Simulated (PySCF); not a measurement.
A calculated (revPBE, PySCF 2.14, dyall-av2z, the non-relativistic Hamiltonian (point nucleus)) atom or ion has these occupied shells.

| shell | electrons | orbital energy (eV) | rms radius, mean of both spins (bohr) |
| --- | --- | --- | --- |
| 1s α | 1 | -2755.4 | 0.106 |
| 1s β | 1 | -2754.9 | 0.106 |
| 2s α | 1 | -265.26 | 0.486 |
| 2s β | 1 | -264.82 | 0.486 |
| 2p α | 3 | -205.76 | 0.454 |
| 2p β | 3 | -205.22 | 0.454 |
| 3s α | 1 | -33.695 | 1.59 |
| 3p α | 3 | -20.933 | 1.85 |
| 3p β | 2 | -18.747 | 1.85 |

Q: Name the element and its charge.

A: Cl⁺ (chlorine, charge +1), in [Ne] 3s1 3p5, high-spin 3P determinant (an excited configuration).
